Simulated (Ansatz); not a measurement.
MgB₆: single points at one geometry.

```yaml
crystal:
  periodic: [false, false, false]
  atoms:
    - {symbol: Mg, position_ang: [1.238394, 0.974001, -0.599585]}
    - {symbol: B, position_ang: [1.558948, -1.234705, -0.544160]}
    - {symbol: B, position_ang: [-1.854003, 1.504689, 0.767840]}
    - {symbol: B, position_ang: [-0.963279, 0.261946, 0.410709]}
    - {symbol: B, position_ang: [0.585689, -2.385012, -0.510249]}
    - {symbol: B, position_ang: [-0.126716, -1.071725, -0.027781]}
    - {symbol: B, position_ang: [-0.439034, 1.950806, 0.503236]}
basis:
  gaussian: {orbitals: def2-TZVP, initial_orbitals: start.molden}
hamiltonian: {xc: hf}
scf: {omitted_lower_state_checks: [starts]}
output: {orbitals: {seedname: orbitals}}
```

The file start.molden holds the orbitals of an earlier run on this structure, at another level or in another basis.

```sh
$ ansatz run in.yaml --threads 4 --pin off --events-out ev --progress --plain --max-ram 8704MiB
```

It prints (some lines left out):

```
Functional definition: HF
  name "HF"
  cite "Fock, Z. Phys. 61, 126 (1930) doi:10.1007/BF01340294"
  parent pbe
  exchange = exact_x
  correlation = 0
these checks for a lower state are left out or cut short: starts
1694 factors; their error is unknown
mean field evaluation 1: about -9450.2032 eV, gradient 2.3e1 eV
mean field evaluation 2: about -9451.1145 eV, gradient 1.1e0 eV
mean field evaluation 4: about -9451.2385 eV, gradient 1.1e-1 eV
mean field evaluation 8: about -9451.3871 eV, gradient 3.8e-5 eV
mean field -9451.38706235 eV, -347.3320681611 hartree, gradient 3.0e-5 eV, S^2 0.000000; 0 other end points of the search recorded, 0 dependent functions left out
reference -9451.38706235 eV, -347.3320681611 hartree; 21, 21 occupied and 197, 197 virtual orbitals, 1694 factors
Total energy: -9451.38706235 eV, -347.3320681611 hartree
Checks for a lower state left out: starts
```

It took 8 s on 4 threads of Intel Xeon on a shared host, peak host memory 0.79 GiB.

The first input with `hamiltonian: {xc: pbe, dispersion: d4}`, `output: {forces: true, orbitals: {seedname: orbitals}}` (abridged; 2.5 s):

```
Functional definition: PBE
mean field -9484.43492692 eV, -348.5465547833 hartree, gradient 1.2e-5 eV, S^2 0.000000
Total energy: -9484.67569366 eV, -348.5554027981 hartree
Atom 0 force    -0.008285    -0.010272     0.014466 eV/Å
Atom 1 force    -0.236595    -0.167187     0.025663 eV/Å
Atom 2 force     0.216707    -0.007315    -0.044557 eV/Å
Atom 3 force     0.112418     0.032684    -0.035950 eV/Å
Atom 4 force     0.088901     0.205028     0.023318 eV/Å
Atom 5 force     0.068167     0.101474    -0.011975 eV/Å
Atom 6 force    -0.241314    -0.154412     0.029034 eV/Å
Dipole moment:     0.432568     0.359958    -0.269073 e Å
Checks for a lower state left out: starts
```

The first input with `gaussian: {orbitals: def2-TZVPP, initial_orbitals: start.molden}`, `correlation: {method: ccsd_t}` and without the key `hamiltonian` (abridged; 2.2 min):

```
Functional definition: HF
mean field evaluation 16: about -9448.1690 eV, gradient 1.1e1 eV
mean field evaluation 32: about -9450.7487 eV, gradient 1.8e-2 eV
mean field evaluation 64: about -9448.8784 eV, gradient 7.4e-4 eV
mean field -9451.38728216 eV, -347.3320762391 hartree, gradient 2.5e-6 eV, S^2 0.000000; 2 other end points of the search recorded, 0 dependent functions left out; unrestricted orbitals would lower it
mean field evaluation 96: about -9451.3402 eV, gradient 2.7e-1 eV
mean field evaluation 128: about -9453.2952 eV, gradient 1.6e-1 eV
mean field evaluation 160: about -9453.0057 eV, gradient 4.9e-4 eV
determinant -9451.38728216 eV, -347.3320762391 hartree, with singles and doubles -9473.72176458 eV, -348.1528533292 hartree
determinant -9450.74869152 eV, -347.3086084658 hartree, with singles and doubles -9472.75349427 eV, -348.1172700516 hartree
determinant -9448.87836653 eV, -347.2398752900 hartree, with singles and doubles -9472.51083957 eV, -348.1083526559 hartree
unrestricted determinant -9453.29561508 eV, -347.4022061802 hartree, S^2 1.8965
7 core orbitals not correlated: weight in the atoms' cores, before any rotation towards them, 1.000 or more for the frozen orbitals, at most 0.000 for the correlated occupied ones
second order -21.49319984 eV of doubles, -0.00000000 eV of singles
[...]
cycle   3  -22.05574368 eV  change    1.1e-2 eV  update   2.6e-2
cycle   4  -22.07646890 eV  change   -2.1e-2 eV  update   2.6e-2
cycle   5  -22.14344319 eV  change   -6.7e-2 eV  update   2.0e-2
cycle   6  -22.16890442 eV  change   -2.5e-2 eV  update   1.2e-2
cycle   7  -22.18053245 eV  change   -1.2e-2 eV  update   5.5e-3
cycle   8  -22.18415124 eV  change   -3.6e-3 eV  update   3.1e-3
cycle   9  -22.18475893 eV  change   -6.1e-4 eV  update   2.1e-3
cycle  10  -22.18414121 eV  change    6.2e-4 eV  update   1.2e-3
cycle  11  -22.18330256 eV  change    8.4e-4 eV  update   5.9e-4
cycle  12  -22.18295114 eV  change    3.5e-4 eV  update   3.1e-4
cycle  13  -22.18291663 eV  change    3.5e-5 eV  update   1.4e-4
cycle  14  -22.18296283 eV  change   -4.6e-5 eV  update   7.4e-5
cycle  15  -22.18297173 eV  change   -8.9e-6 eV  update   3.9e-5
cycle  16  -22.18299256 eV  change   -2.1e-5 eV  update   2.1e-5
cycle  17  -22.18300525 eV  change   -1.3e-5 eV  update   1.2e-5
perturbative correction -2.15659328 eV, -0.0792533412 hartree
Total energy: -9475.72688069 eV, -348.2265399871 hartree
Checks for a lower state left out: starts
```

First input, but with `hamiltonian: {xc: pbe0, dispersion: d4}` (abridged; 2.9 s):

```
Functional definition: PBE0
mean field -9484.88453756 eV, -348.5630776698 hartree, gradient 2.3e-5 eV, S^2 0.000000
Total energy: -9485.08969280 eV, -348.5706169856 hartree
Checks for a lower state left out: starts
```

The first input with `hamiltonian: {xc: {name: CAM-B3LYP}, dispersion: d4}` (abridged; 8.5 s):

```
Functional definition: CAM-B3LYP
mean field -9489.41275140 eV, -348.7294864588 hartree, gradient 2.3e-5 eV, S^2 0.000000
Total energy: -9489.62633975 eV, -348.7373356862 hartree
Checks for a lower state left out: starts
```

First input, but with `hamiltonian: {xc: r2scan, dispersion: d4}` (abridged; 3.3 s):

```
Functional definition: r2SCAN
mean field -9490.55523796 eV, -348.7714720657 hartree, gradient 1.9e-5 eV, S^2 0.000000
Total energy: -9490.60912670 eV, -348.7734524402 hartree
Checks for a lower state left out: starts
```

Geometry: PBE0-D4/def2-SVP.

Correlated methods freeze 7 core orbitals; core or outer-core shells of Mg are correlated, in sets that lack core-valence functions. The restricted singlet is unstable towards broken spin symmetry in Hartree–Fock (as tested in another run); at HF/def2-TZVP, PBE-D4/def2-TZVP, PBE0-D4/def2-TZVP, CAM-B3LYP-D4/def2-TZVP and others this wasn't settled. At CCSD(T)/def2-TZVPP T1 of the charge 0 singlet is large (up to 0.101), so the single-reference result is doubtful. At CCSD(T)/def2-TZVPP the restricted singlet (for correlated methods, its reference) is unstable: a solution with broken spin symmetry lies lower. Another isomer (singlet) lies 1.91 eV lower at PBE0-D4/def2-TZVP; other spin states weren't run for this one.
